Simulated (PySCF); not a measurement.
# Ar⁺: interval between two levels

Ar⁺ [Ne] 3s2 3p5 [2P3/2, M_J = 3/2] → Ar⁺ [Ne] 3s2 3p4 4s1 [4P5/2, M_J = 5/2], as a difference of total energies. Computed with PySCF 2.14 in x2c-TZVPall-2c with one added diffuse shell each of s, p type (6s7p2d1f, 44 functions), with the two-component X2C-1e Hamiltonian. Correlated levels: [Ne] frozen; the 6 highest virtual spinors dropped. "Screened" scales the spin-orbit matrix elements by Boettger's factors to mimic the two-electron term; Breit and QED terms are absent.

```tsv
method	interval between two levels (cm⁻¹)	error (cm⁻¹)
GHF (spin-free)	129770	-4475
GMP2 (spin-free)	133790	-454
GHF (screened spin-orbit)	129680	-4564
GMP2 (screened spin-orbit)	133710	-532
```

Reference: 134240 cm⁻¹ (measured; NIST Handbook of Basic Atomic Spectroscopic Data (Sansonetti and Martin, J. Phys. Chem. Ref. Data 34, 1559 (2005))).

Errors of the correlated levels include the incompleteness of this basis and the frozen core.

The labels give the starting determinants; with spin-orbit coupling the two ends relaxed to ⟨J²⟩ = 3.76, ⟨L²⟩ = 2.01, ⟨S²⟩ = 0.75 and ⟨J²⟩ = 8.76, ⟨L²⟩ = 2.02, ⟨S²⟩ = 3.75.
